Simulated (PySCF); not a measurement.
## Ionisation energy of Kr⁺ by level of theory

Kr⁺ [Ar] 3d10 4s2 4p5 (2P) → Kr²⁺ [Ar] 3d10 4s2 4p4 (3P), as a difference of total energies. Calculation: PySCF 2.14, in x2c-SVPall (5s4p3d, 32 functions); the spin-free X2C one-electron Hamiltonian (Gaussian nucleus). Correlated levels: valence: [Ar] 3d10 frozen. The calculations carry no spin-orbit coupling.

Order these methods by the ionisation energy they give, lowest first.
A. MP2 (valence)
B. CCSD(T) (valence)
C. B3LYP
D. PBE0

B (23.955 eV), A (23.991 eV), D (24.486 eV), C (24.599 eV).

The reference lies between the lowest fine-structure levels, while these numbers refer to the centres of the terms.

Errors of the correlated levels include the incompleteness of this basis and the frozen core.

For comparison: 24.360 eV (measured; NIST Atomic Spectra Database, ionization energies).
